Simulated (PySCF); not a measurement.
## Which determinant of MgBe⁺ lies lowest?

Unrestricted PBE0; Mg aug-pcseg-1, Be aug-pcseg-1; no relativity (PySCF 2.14). Outer shells of the fragments: Mg+ 3s1; Be 2s2.

Followed along the bond (rough minima from three points):

```
2Ms+1   unpaired  ⟨S²⟩ at the start  R at minimum (Å)  Te (eV)
    2        σ ↑               0.78              2.66     0.00
    4  σ ↑↑, π ↑               3.75  none in the scan   ≤ 3.42
```

Solutions found at the starting distance of 2.415 Å, counted from the lowest of them; the search is not exhaustive and high or unbound solutions are not listed, so other states can lie among these:

```csv
2Ms+1,unpaired,term,E (eV),⟨S²⟩,⟨Lz²⟩,μ (D)
2,σ ↑,²Σ⁺,0.00,0.78,0.00,0.19
2,π ↑,²Π,1.75,0.78,1.00,-1.04
4,"σ ↑↑, π ↑",⁴Π,3.66,3.75,1.00,-0.15
4,σ ↑↑↑,⁴Σ⁺,4.03,3.75,0.00,1.45
2,"σ ↑↑, π ↓",mixed,4.80,1.75,1.00,0.12
4,"σ ↑, π ↑↑",⁴Σ⁻,5.20,3.75,0.00,-1.61
4,"σ ↑, π ↑↑",mixed,7.39,3.75,2.00,1.76
```

A term symbol is given only where ⟨S²⟩ and ⟨Lz²⟩ are close to those of a pure state; real π, δ and φ orbitals otherwise mix terms. A positive dipole points towards Be; it is taken about the centre of mass and depends on that origin.

Counting both spins, an empty level lies below a filled one in some of these solutions, because spin and occupation are held.
